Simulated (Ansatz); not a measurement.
A geometry relaxed with Ansatz (a first-principles code) with PBE0-D4/def2-SVP, charge 0, multiplicity 1:

```xyz
19

H      1.1877     3.4407    -0.2431
H     -2.2231     1.5008    -0.1717
C      2.0850    -1.5907     0.1746
H     -3.9712    -0.3973    -0.0613
C     -0.0825     1.4143    -0.1138
H      2.1727    -2.6741     0.2625
C      1.0060     0.5106    -0.0171
C     -1.3575     0.8362    -0.0985
H      4.2042    -1.0018     0.1775
S      2.6857     0.9218    -0.0098
B      0.0878     2.9371    -0.2291
C      3.1461    -0.7447     0.1324
H     -3.1860    -2.3276     0.1083
H     -0.8896     3.6433    -0.3063
B     -3.0142    -1.1328     0.0186
C     -0.4713    -1.4029     0.0995
H     -0.6232    -2.4832     0.1815
C      0.8320    -0.8922     0.0895
C     -1.5885    -0.5574     0.0064
```

**Question.** Write the SMILES of this molecule.

**Answer.** `Bc1cc(B)c2sccc2c1`
